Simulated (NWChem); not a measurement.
Si₂H₄OCl₂; SMILES O[SiH2][SiH](Cl)Cl

```xyz
9

O     -0.0506     2.7290     0.0268
Si    -1.1294     1.4525    -0.1839
Si    -0.0042    -0.4666     0.5819
Cl    -0.8060    -2.2195    -0.2024
Cl     1.9306    -0.1590    -0.1866
H      0.8648     2.4908    -0.2161
H     -1.4995     1.1934    -1.6225
H     -2.3613     1.7767     0.6049
H      0.1520    -0.6618     2.0613
```
Atoms are numbered in this order, from 1.

All runs: NWChem. The geometry was optimised at PBE-D3(BJ)/def2-SVP. Level B3LYP/def2-SVP: single points from the atomic guess with DIIS by default; each run changes one setting, and all converged runs end within 0.3 mHa of each other.

Problem. Which setting needs the most SCF iterations, or fails (occupation smearing of 0.005 Ha; defaults; DIIS on 20 Fock matrices; level shift of 0.5 Ha throughout; DIIS on 3 Fock matrices)?

Solution. level shift of 0.5 Ha throughout, with 13 against 8 for the defaults.
```json
[
 {"setting": "defaults", "SCF iterations": "8"},
 {"setting": "DIIS on 3 Fock matrices", "SCF iterations": "9"},
 {"setting": "occupation smearing of 0.005 Ha", "SCF iterations": "8"},
 {"setting": "level shift of 0.5 Ha throughout", "SCF iterations": "13"},
 {"setting": "DIIS on 20 Fock matrices", "SCF iterations": "8"}
]
```
